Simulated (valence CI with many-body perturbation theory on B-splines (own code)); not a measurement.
Values are calculated unless marked as measured or tabulated.
## Ca14+: magnetic and hyperfine properties of the levels

Level of theory: configuration interaction combined with many-body perturbation theory (CI+MBPT): four valence electrons over a frozen Dirac-Fock core [He], radial functions for each j: 11 s, 11 p, 9 d, 7 f, 5 g, 2 h, 1 i, with the one-electron correlation potential Σ1, the two-electron term Σ2, the three-electron term Σ3, Breit, model QED; selected CI, second order for the rest (own B-spline code, finite nucleus).

No measured spectrum was set against this ion. As an estimate, levels of excited configurations hold to 0.05 to 0.15 % of their energy, terms of the ground configuration to about 0.5 %.

A/g_I is the dipole constant over the nuclear g factor μ/I (μ in nuclear magnetons, uniformly magnetised nucleus), B/Q the quadrupole constant per barn. Both hold the static response of the core; the bare values leave it out. Large factors of s and p1/2 electrons are usually good to 5 to 10 %; those of open d and f shells near neutrality can be off by tens of per cent, and small factors of p3/2, d and f electrons come from cancelling terms and can be off by a factor of two or in sign, in half-filled shells by more. B is blank for J = 1/2, where it vanishes, and for nearly pure S terms. Energies count from the lowest level. Levels with J = 0 are left out.

Names give the largest LS component (configuration and term), which can be under half, so a name can repeat, a term be missing and a line seem to break the LS rules; names also repeat where a configuration has a term twice. Letters in brackets count levels of one name in rising energy.

```tsv
Level	E (× 10³ cm⁻¹)	g	A/g_I (MHz)	A/g_I bare	B/Q (MHz/b)	B/Q bare
2s²2p² ³P_1	17.55	1.499	-645	743	10700	10700
2s²2p² ³P_2	35.91	1.471	16300	17400	-18200	-18300
2s²2p² ¹D_2	108.72	1.026	19600	19700	39200	39400
2s2p³ ⁵S°_2	275.85	1.997	48500	49400		
2s2p³ ³D°_2	496.75	1.183	31900	31600	16600	16700
2s2p³ ³D°_1	497.67	0.533	-30800	-29800	8770	8820
2s2p³ ³D°_3	500.30	1.332	51000	50400	-135	-142
2s2p³ ³P°_1	582.99	1.470	69400	68500	-8930	-8990
2s2p³ ³P°_2	585.85	1.477	54700	54000	-16500	-16600
2s2p³ ³S°_1	729.30	1.943	-45400	-39900		
2s2p³ ¹D°_2	730.09	1.004	23400	23400	-650	-635
2s2p³ ¹P°_1	814.88	1.048	15400	15900	429	421
2p⁴ ³P_2	1107.8	1.482	9510	11600	18700	18800
2p⁴ ³P_1	1134.2	1.499	-2950	-598	-10200	-10300
2p⁴ ¹D_2	1195.5	1.015	23400	23400	-39500	-39800
2s²2p3s ³P°_1	4085.0	1.428	54400	53400	-6440	-6480
2s²2p3s ³P°_2	4116.1	1.499	22600	22900	22100	22200
2s²2p3s ¹P°_1	4134.2	1.068	6150	7240	17500	17600
2s²2p3p ³D_1 [a]	4205.8	0.747	37800	37200	-3120	-3130
2s²2p3p ³D_1 [b]	4228.1	1.003	780	576	1440	1450
2s²2p3p ³D_2	4229.4	1.174	17000	17100	8110	8150
2s²2p3p ³D_3	4255.4	1.333	8260	8820	28000	28200
2s²2p3p ³S_1	4257.5	1.542	1140	2400	-1480	-1490
2s²2p3p ³P_1	4270.9	1.704	12300	13400	6200	6240
2s²2p3p ³P_2	4276.2	1.458	13700	14400	-5380	-5400
2s²2p3p ¹D_2	4314.5	1.031	12500	12700	24500	24600
2s2p²3s ⁵P_1	4353.4	2.493	89400	88700	-2180	-2200
2s²2p3d ³F°_2	4363.7	0.751	17200	16800	3860	3900
2s2p²3s ⁵P_2	4367.0	1.831	52100	51700	22200	22300
2s²2p3d ³F°_3	4378.9	1.098	9980	9960	7110	7180
2s2p²3s ⁵P_3	4383.6	1.663	52400	52100	-22100	-22300
2s²2p3d ¹D°_2	4385.1	1.047	-3910	-4080	-9890	-9930
```

Problem. Take the isotope of mass number 43, with I = 7/2, μ = -1.31733 μN and Q = -0.0408 b. What is the hyperfine structure of 2s2p³ ³P°_1?

Solution. From the table A = -26100 MHz, B = 364 MHz. Shifts from the centre of gravity in MHz: F = 5/2: 118000, F = 7/2: 25800, F = 9/2: -91300.
